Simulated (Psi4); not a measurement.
Level of theory: SAPT0/jun-cc-pVDZ, frozen core in Psi4.

Psi4 input:

```
molecule {
0 1
C -0.15378542 -0.00299949 -0.00161232
Cl 1.64017674 0.03198870 0.01719029
H -0.47544354 -0.57230298 -0.86837835
H -0.49600401 -0.47588158 0.91387891
H -0.51494377 1.01919536 -0.06107854
--
0 1
C 0.56565011 -1.14437936 -3.48881504
C 1.30307665 -2.30870006 -4.08948751
C 0.67622793 -2.43697794 -2.72901622
H 1.14515694 -0.29950504 -3.14215839
H -0.39634823 -0.88109485 -3.90720408
H 2.38149251 -2.25155103 -4.14921378
H 0.84002814 -2.83317586 -4.91430550
H -0.21095552 -3.04818982 -2.63341268
H 1.33053012 -2.46660450 -1.86830199
units angstrom
symmetry c1
no_reorient
no_com
}
set basis jun-cc-pvdz
set scf_type df
set freeze_core true
energy('sapt0')
```

Part of the output:

```
    SAPT Results
  --------------------------------------------------------------------------------------------------------
    Electrostatics                 -2.66461695 [mEh]      -1.67207238 [kcal/mol]      -6.99595085 [kJ/mol]
      Elst10,r                     -2.66461695 [mEh]      -1.67207238 [kcal/mol]      -6.99595085 [kJ/mol]

    Exchange                        3.95364056 [mEh]       2.48094691 [kcal/mol]      10.38028187 [kJ/mol]
      Exch10                        3.95364056 [mEh]       2.48094691 [kcal/mol]      10.38028187 [kJ/mol]
      Exch10(S^2)                   3.94596379 [mEh]       2.47612966 [kcal/mol]      10.36012651 [kJ/mol]

    Induction                      -0.55703092 [mEh]      -0.34954218 [kcal/mol]      -1.46248448 [kJ/mol]
      Ind20,r                      -1.08060980 [mEh]      -0.67809289 [kcal/mol]      -2.83714065 [kJ/mol]
      Exch-Ind20,r                  0.81566457 [mEh]       0.51183725 [kcal/mol]       2.14152704 [kJ/mol]
      delta HF,r (2)               -0.29208569 [mEh]      -0.18328654 [kcal/mol]      -0.76687088 [kJ/mol]

    Dispersion                     -3.08186786 [mEh]      -1.93390128 [kcal/mol]      -8.09144294 [kJ/mol]
      Disp20                       -3.39806911 [mEh]      -2.13232056 [kcal/mol]      -8.92162923 [kJ/mol]
      Exch-Disp20                   0.31620126 [mEh]       0.19841929 [kcal/mol]       0.83018629 [kJ/mol]
      Disp20 (SS)                  -1.69903456 [mEh]      -1.06616028 [kcal/mol]      -4.46081461 [kJ/mol]
      Disp20 (OS)                  -1.69903456 [mEh]      -1.06616028 [kcal/mol]      -4.46081461 [kJ/mol]
      Exch-Disp20 (SS)              0.17309022 [mEh]       0.10861575 [kcal/mol]       0.45444831 [kJ/mol]
      Exch-Disp20 (OS)              0.14311104 [mEh]       0.08980353 [kcal/mol]       0.37573799 [kJ/mol]

  Total HF                          0.73199269 [mEh]       0.45933235 [kcal/mol]       1.92184654 [kJ/mol]
  Total SAPT0                      -2.34987517 [mEh]      -1.47456893 [kcal/mol]      -6.16959640 [kJ/mol]
```
